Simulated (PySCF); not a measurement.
# Adding and removing an electron: CsH

RHF-MP2; PySCF, scalar-relativistic core potentials, basis sets Cs def2-TZVP with ECP46, H def2-TZVP. Neutral (RHF): singlet (closed shell), Re = 2.549 Å, ωe = 848 cm⁻¹, De = 1.18 eV.

CsH⁺ (UHF): doublet (σ ↑), Re = 3.849 Å, ωe = 102 cm⁻¹, De = 0.01 eV to Cs⁺ + H. The energies at the minima are -20.50283 hartree for CsH and -20.32013 for CsH⁺.

Work out the adiabatic ionisation energy, without and with harmonic zero-point energies (1 hartree = 27.2114 eV, 1 eV = 8065.5 cm⁻¹), and the change of the bond length.

At MP2: 0.18270 hartree = 4.972 eV between the minima; the zero-point term (102.0 − 848.0)/2 cm⁻¹ = -0.046 eV makes it 4.925 eV. Re changes by +130.0 pm against the neutral. The electron leaves a σ orbital, and the ion is left as a loose complex of an ion and an atom.

Correlated steps freeze no core orbitals. Weak bonds: CsH⁺. Basis-set superposition, not corrected here, can be much of De in a small basis, most of all at correlated wavefunction levels. Spin–orbit coupling is left out. For an ion De counts to the pair picked by the measured ionisation energies or electron affinities, which need not be the lowest pair at this level. Where the molecule has an RHF reference, its open-shell atoms are computed with UHF. States were picked by a PBE0 search and need not be the measured ground states.

Neutral and ion stand on different kinds of reference determinant, which adds to the error of the difference.
